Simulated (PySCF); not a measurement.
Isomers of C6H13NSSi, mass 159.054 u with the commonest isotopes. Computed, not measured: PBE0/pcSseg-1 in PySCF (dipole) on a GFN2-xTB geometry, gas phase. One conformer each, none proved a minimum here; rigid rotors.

Problem. Order these by rotational constant A, largest first.
A. `[CH2:1]=[C:2]([CH3:3])[C:4]1([NH:5][SiH2:6][SH:7])[CH2:8][CH2:9]1` with C1–C2–C4–N5 100°, C2–C4–N5–Si6 -144°, C4–N5–Si6–S7 -178°, N5–Si6–S7–H 178°
B. `[CH3:1][NH:2][C@@H:3]1[CH2:4][C@@:5]12[CH2:6][C@@H:7]2[S:8][SiH3:9]` with C1–N2–C3–C4 -80°, C6–C7–S8–Si9 -17°
C. `[CH2:1]=[N:2][SiH2:3][CH2:4]/[C:5]([CH3:6])=[CH:7]\[S:8][CH3:9]` with C1–N2–Si3–C4 -115°, N2–Si3–C4–C5 -174°, Si3–C4–C5–C6 85°, C5–C7–S8–C9 -164°
D. `[H]/[N:1]=[C:2](\[CH2:3][CH2:4][S:5][SiH3:6])[CH:7]1[CH2:8][CH2:9]1` with N1–C2–C3–C4 2°, C2–C3–C4–S5 -177°, C3–C4–S5–Si6 -68°, N1–C2–C7–C8 35°
E. `[CH3:1][CH2:2][NH:3][C:4](=[S:5])[C@@H:6]1[CH2:7][CH2:8][SiH2:9]1` with C1–C2–N3–C4 134°, C2–N3–C4–S5 1°, N3–C4–C6–C7 -142°, C4–C6–C7–C8 -130°, C6–C7–C8–Si9 12°, C7–C8–Si9–C6 -10°, C4–C6–Si9–C8 129°
F. `[H]/[N:5]=[C:4](/[C:2](=[CH2:1])[CH3:3])[CH2:6][CH2:7][S:8][SiH3:9]` with C1–C2–C4–N5 175°, C2–C4–C6–C7 85°, C4–C6–C7–S8 180°, C6–C7–S8–Si9 -175°
G. `[CH3:1][C:2](=[S:3])[C@H:4]1[CH2:5][CH2:6][N:7]([SiH3:8])[CH2:9]1` with C1–C2–C4–C5 -47°, C2–C4–C5–C6 112°, C4–C5–C6–N7 -18°, C5–C6–N7–Si8 -161°, C6–N7–C9–C4 -42°

Solution. D (2747 MHz), F (2540 MHz), B (2386 MHz), G (2245 MHz), E (2140 MHz), A (1970 MHz), C (1709 MHz).

Problem. Order these by out-of-plane moment Σ m c² = (Ia + Ib − Ic)/2, largest first.
A. `[CH2:1]=[C:2]([CH3:3])[C:4]1([NH:5][SiH2:6][SH:7])[CH2:8][CH2:9]1` with C1–C2–C4–N5 100°, C2–C4–N5–Si6 -144°, C4–N5–Si6–S7 -178°, N5–Si6–S7–H 178°
B. `[CH3:1][C:2](=[S:3])[C@H:4]1[CH2:5][CH2:6][N:7]([SiH3:8])[CH2:9]1` with C1–C2–C4–C5 -47°, C2–C4–C5–C6 112°, C4–C5–C6–N7 -18°, C5–C6–N7–Si8 -161°, C6–N7–C9–C4 -42°
C. `[H]/[N:5]=[C:4](/[C:2](=[CH2:1])[CH3:3])[CH2:6][CH2:7][S:8][SiH3:9]` with C1–C2–C4–N5 175°, C2–C4–C6–C7 85°, C4–C6–C7–S8 180°, C6–C7–S8–Si9 -175°
D. `[H]/[N:1]=[C:2](\[CH2:3][CH2:4][S:5][SiH3:6])[CH:7]1[CH2:8][CH2:9]1` with N1–C2–C3–C4 2°, C2–C3–C4–S5 -177°, C3–C4–S5–Si6 -68°, N1–C2–C7–C8 35°
E. `[CH3:1][CH2:2][NH:3][C:4](=[S:5])[C@@H:6]1[CH2:7][CH2:8][SiH2:9]1` with C1–C2–N3–C4 134°, C2–N3–C4–S5 1°, N3–C4–C6–C7 -142°, C4–C6–C7–C8 -130°, C6–C7–C8–Si9 12°, C7–C8–Si9–C6 -10°, C4–C6–Si9–C8 129°
F. `[CH2:1]=[N:2][SiH2:3][CH2:4]/[C:5]([CH3:6])=[CH:7]\[S:8][CH3:9]` with C1–N2–Si3–C4 -115°, N2–Si3–C4–C5 -174°, Si3–C4–C5–C6 85°, C5–C7–S8–C9 -164°
G. `[CH3:1][NH:2][C@@H:3]1[CH2:4][C@@:5]12[CH2:6][C@@H:7]2[S:8][SiH3:9]` with C1–N2–C3–C4 -80°, C6–C7–S8–Si9 -17°

Solution. G (100.48 u·Å²), A (79.23 u·Å²), E (77.06 u·Å²), B (76.05 u·Å²), C (74.35 u·Å²), D (49.45 u·Å²), F (33.61 u·Å²).

Problem. Order these by dipole moment, smallest first.
A. `[CH3:1][CH2:2][NH:3][C:4](=[S:5])[C@@H:6]1[CH2:7][CH2:8][SiH2:9]1` with C1–C2–N3–C4 134°, C2–N3–C4–S5 1°, N3–C4–C6–C7 -142°, C4–C6–C7–C8 -130°, C6–C7–C8–Si9 12°, C7–C8–Si9–C6 -10°, C4–C6–Si9–C8 129°
B. `[H]/[N:1]=[C:2](\[CH2:3][CH2:4][S:5][SiH3:6])[CH:7]1[CH2:8][CH2:9]1` with N1–C2–C3–C4 2°, C2–C3–C4–S5 -177°, C3–C4–S5–Si6 -68°, N1–C2–C7–C8 35°
C. `[CH3:1][C:2](=[S:3])[C@H:4]1[CH2:5][CH2:6][N:7]([SiH3:8])[CH2:9]1` with C1–C2–C4–C5 -47°, C2–C4–C5–C6 112°, C4–C5–C6–N7 -18°, C5–C6–N7–Si8 -161°, C6–N7–C9–C4 -42°
D. `[H]/[N:5]=[C:4](/[C:2](=[CH2:1])[CH3:3])[CH2:6][CH2:7][S:8][SiH3:9]` with C1–C2–C4–N5 175°, C2–C4–C6–C7 85°, C4–C6–C7–S8 180°, C6–C7–S8–Si9 -175°

Solution. D (1.30 D), B (1.77 D), C (3.23 D), A (4.16 D).

```tsv
SMILES	point group	Ia (u·Å²)	Ib (u·Å²)	Ic (u·Å²)	κ	μa (D)	μb (D)	μc (D)
[H]/N=C(\CCS[SiH3])C1CC1	C1	183.98	1151.88	1236.95	-0.97	0.38	1.73	0.10
C=C(C)C1(N[SiH2]S)CC1	C1	256.53	817.79	915.86	-0.91	1.36	1.01	0.23
[H]/N=C(\CCS[SiH3])C(=C)C	C1	198.95	1136.25	1186.51	-0.98	0.84	0.78	0.62
CC(=S)[C@H]1CCN([SiH3])C1	C1	225.09	762.02	835.00	-0.93	2.89	1.26	0.70
CCNC(=S)[C@@H]1CC[SiH2]1	C1	236.17	780.37	862.43	-0.92	0.76	3.68	1.79
C=N[SiH2]C/C(C)=C\SC	C1	295.68	864.73	1093.19	-0.80	1.12	0.50	0.27
CN[C@@H]1C[C@@]12C[C@@H]2S[SiH3]	C1	211.81	875.46	886.31	-0.99	0.45	1.53	0.77
```
